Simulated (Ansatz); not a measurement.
The cluster AgGe₂ (the lowest doublet isomer of a short search) was relaxed with PBE-D4 (def2-TZVP) in Ansatz in these states: neutral doublet, neutral quartet. The geometries follow in no particular order.

In the def2 sets Ag takes a core potential; there is no spin–orbit coupling.

A:

Cartesian coordinates in Å:
```
Ag -0.0160 -1.0208 -1.1303
Ge -1.1364 0.6308 0.4728
Ge 1.1524 0.3900 0.6575
```

B:

```xyz
3

Ag    0.675    1.267    0.128
Ge   -0.480   -0.691    1.254
Ge   -0.196   -0.576   -1.382
```

Judge from the bond lengths which geometry belongs to which state (an estimate).

A is the neutral doublet (Ge2–Ge3 2.309 Å, Ag1–Ge2 2.560 Å, Ag1–Ge3 2.560 Å); B is the neutral quartet (Ge2–Ge3 2.654 Å, Ag1–Ge2 2.537 Å, Ag1–Ge3 2.537 Å).

At PBE0-D4/def2-TZVP a doublet lies 1.24 eV below the neutral quartet. These are the stationary points nearest to one start from a short search; other shapes may lie lower in each state.
